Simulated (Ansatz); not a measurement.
`C[CH](C)[Ga]([OH])[CH](C)C` from Hartree–Fock to CCSD(T)

Cartesian coordinates in Å:
```
C 1.375 1.890 -1.915
C 0.122 1.502 -1.142
C -0.199 2.517 -0.047
Ga 0.226 -0.336 -0.387
O 1.691 -1.316 -0.778
C -0.988 -1.315 0.835
C -0.444 -1.235 2.261
C -1.163 -2.765 0.398
H 1.284 2.896 -2.342
H 2.260 1.898 -1.270
H 1.578 1.205 -2.743
H -0.725 1.482 -1.841
H -1.118 2.269 0.492
H 0.606 2.582 0.692
H -0.327 3.522 -0.465
H 2.326 -0.867 -1.339
H -1.963 -0.814 0.810
H -0.359 -0.205 2.621
H -1.100 -1.770 2.958
H 0.547 -1.694 2.335
H -1.633 -2.849 -0.586
H -0.201 -3.281 0.344
H -1.794 -3.314 1.109
```

Charge 0, multiplicity 1. Correlated methods include outer-core shells of Ga, which these sets cover unevenly. Scalar relativity is left out up to krypton. All single points use the PBE0-D4/def2-TZVP geometry. It is one conformer, not always the lowest. Frozen core, restricted reference, Ansatz.

```csv
basis,HF (Eh),MP2 corr.,CCSD corr.,(T),CCSD(T) total
def2-SVP,?,-1.27941,-1.35685,-0.04146,?
def2-TZVPP,?,?,-1.60456,?,?
def2-QZVPP,-2234.25426,-1.87566,–,–,–
```

Q: Fill in the withheld values. (Estimate.)

A: Computed: def2-SVP HF (Eh): -2233.60009; def2-SVP CCSD(T) total: -2234.99840; def2-TZVPP HF (Eh): -2234.19953; def2-TZVPP MP2 corr.: -1.54193; def2-TZVPP (T): -0.06453; def2-TZVPP CCSD(T) total: -2235.86862.
